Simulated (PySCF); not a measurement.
Electronic structure of N⁺ (nitrogen, charge +1) at the UHF level

Configuration: [He] 2s2 2p2, high-spin 3P determinant. Computed with PySCF 2.14 in dyall-av2z, with no relativity, point nucleus.

```
Total energy                                                  : -53.891659 hartree
One-electron energy                                           : -70.0551 hartree
Hartree (Coulomb) energy                                      : 22.3755 hartree
Exchange energy                                               : -6.2120 hartree
Kinetic energy                                                : 53.88779 hartree
⟨S²⟩                                                          : 2.0068
⟨L²⟩                                                          : 2.011
Sum of ⟨r⟩                                                    : 5.450 bohr
Sum of ⟨r²⟩                                                   : 7.761 bohr²
Traceless quadrupole moment −½Σ⟨3z² − r²⟩ along its main axis : 0.768 e·bohr²
Density at the nucleus (Gaussians lack the cusp)              : 200 bohr⁻³
Spin density at the nucleus                                   : 0.122 bohr⁻³
Langevin diamagnetic susceptibility                           : -6.15 ×10⁻⁶ cm³/mol
```

| shell | electrons | mean orbital energy (eV) | rms radius, mean of both spins (bohr) |
| --- | --- | --- | --- |
| 1s α | 1 | -444.10 | 0.265 |
| 1s β | 1 | -442.10 | 0.265 |
| 2s α | 1 | -44.159 | 1.38 |
| 2s β | 1 | -35.537 | 1.38 |
| 2p α | 2 | -30.372 | 1.39 |

Spin-orbit constants ζ (cm⁻¹) from the X2C one-electron operator on these orbitals (non-relativistic here): bare nucleus, nucleus screened by l(l+1)(2l+1)/3 electrons, and screened by the Breit-Pauli mean field of the electrons.

| shell | bare | screened nucleus | mean field |
| --- | --- | --- | --- |
| 2p | 155.9 | 111.3 | 93.61 |

To first order the Landé constant is A = 46.80 cm⁻¹, so the lowest level has J = 0 and lies 0.0116 eV below the centre of the term. This holds in LS coupling only.
